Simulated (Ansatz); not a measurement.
Energy profile

The step: SiNH₅ ([NH2][SiH3]) + H₂O + NH₃ → SiN₂H₆ ([NH2][SiH2][NH2]) + H₂O + H₂; bonds formed: Si1–N7, H2–H8, H6–O9; bonds broken: Si1–H2, H6–N7, H8–O9 (atoms numbered as in the saddle structure below).

```
14
angstrom
Si 0.2184 1.0817 -0.0470
H -0.8978 0.1171 1.1277
H 1.1543 1.8039 -0.9946
H -0.7956 2.1352 0.2239
N 1.4255 0.4761 0.9990
H -0.6917 -1.1406 -0.6997
N -0.4448 -0.1088 -1.3027
H -0.9934 -0.8418 0.8679
O -1.0755 -1.9161 0.2357
H 2.3687 0.8188 0.9225
H 1.2146 0.0589 1.8891
H -1.3224 0.2250 -1.6918
H 0.2051 -0.2224 -2.0725
H -0.3652 -2.4869 0.5425
```

Electronic energies by CCSD(T) at an estimated basis limit (MP2 extrapolated from triple and quadruple zeta, plus CCSD(T) − MP2 in triple zeta), on PBE0-D4/def2-TZVP structures; SiN₂H₁₀O, singlet; no counterpoise correction. Computed with Ansatz 0.2.0 (basis: def2-TZVPP and def2-QZVPP); correlated methods freeze the cores. Extrapolation: Hartree–Fock as exp(−7.88 √X), correlation as X^−2.97.

Task: Give the profile in eV, counted from the separated reactants. (To be estimated.)

Result: By the calculation:
| point | eV |
| --- | --- |
| separated: SiNH₅ (linked as [NH2][SiH3]; Si1, H2, H3, H4, N5, H10, H11; singlet) + NH₃ (H6, N7, H12, H13; singlet) + H₂O (H8, O9, H14; singlet) | 0.000 |
| start structure | -0.287 |
| saddle | 1.134 |
| end structure | -0.789 |
| separated: SiN₂H₆ (linked as [NH2][SiH2][NH2]; Si1, H3, H4, N5, N7, H10, H11, H12, H13; singlet) + H₂ (H2, H8; singlet) + H₂O (H6, O9, H14; singlet) | -0.464 |

T1 diagnostic: at most 0.011.

For scale, one of the runs: CCSD(T)/def2-TZVPP, 275 basis functions, launched by `ansatz run in.yaml --threads 8 --pin off --events-out ev --progress --plain --max-ram 19148MiB`. Time: 120 s of wall clock on 8 CPU threads of an Arm Neoverse V1; the host was shared. Peak host memory: 7.7 GiB.
